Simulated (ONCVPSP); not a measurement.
**Which change was made? (Gd, ONCV)**

gadolinium (Gd), optimised norm-conserving Vanderbilt (ONCV), made with ONCVPSP 4.0.1 (PBE, fully relativistic). Core [Kr] 4d10, reference 4f7 5s2 5p6 5d1 (charge +2). Waves: 5s: rc 2.20 bohr, ncon 3, nbas 6, qcut 5.4 1/bohr, 1 projector; 5p: rc 1.95 bohr, ncon 4, nbas 9, qcut 7.8 1/bohr, 2 projectors, debl 2.2 Ha; 5d: rc 3.20 bohr, ncon 4, nbas 9, qcut 4.1 1/bohr, 2 projectors, debl 3.6 Ha; 4f: rc 0.85 bohr, ncon 4, nbas 9, qcut 18 1/bohr, local. Local part: the f channel. Core correction: Teter function fitted to the true core (icmod 2), fcfact 0.65.

Open shells are filled in proportion to 2j + 1.

Cutoffs, loose and tight: the cutoffs (Ha) at which the residual kinetic energy of the hardest occupied pseudo-wave falls to 1 and 0.1 mHa per electron. They do not see the model core or the augmentation charge, which bear on the density cutoff. Test errors are all-electron minus pseudo excitation energies from the reference, over the configurations 4f7 5s2 5p6 5d1 6s2; 4f7 5s2 5p6 5d1 6s1; 4f7 5s2 5p6 5d0; 4f7 5s2 5p6 5d0 6s2 6p1; variants that change the core or the reference have their own tests. The largest error is taken over the tests solved by every variant that gives reliable tests at all, those not shown here included: 4f7 5s2 5p6 5d0; 4f7 5s2 5p6 5d1 6s1; 4f7 5s2 5p6 5d1 6s2.

The base gives: outcome: generated, misses its reference levels by 0.44 eV; cutoff, loose: 148 Ha; cutoff, tight: 194 Ha; bound ghosts: s, p3/2, d5/2, p1/2, d3/2; GHOST(+) flags above zero: none; largest test error (meV): +35.

(1) After one change the result is: outcome: generated, misses its reference levels by 0.44 eV; cutoff, loose: 563 Ha; cutoff, tight: 775 Ha; bound ghosts: s, p3/2, d5/2, p1/2, d3/2; GHOST(+) flags above zero: p3/2, p1/2; largest test error (meV): +376. Which change was it?
A. f: qcut 11.1
B. f: qcut 14.3
C. f: qcut 23.7

Answers

(1) A. The others give: f: qcut 14.3 → outcome: generated, misses its reference levels by 0.44 eV; cutoff, loose: 455 Ha; cutoff, tight: 564 Ha; bound ghosts: s, p3/2, d5/2, p1/2, d3/2; GHOST(+) flags above zero: none; largest test error (meV): +137 | f: qcut 23.7 → outcome: generated, misses its reference levels by 0.44 eV; cutoff, loose: 200 Ha; cutoff, tight: 224 Ha; bound ghosts: s, p3/2, d5/2, p1/2, d3/2; GHOST(+) flags above zero: none; largest test error (meV): +329.
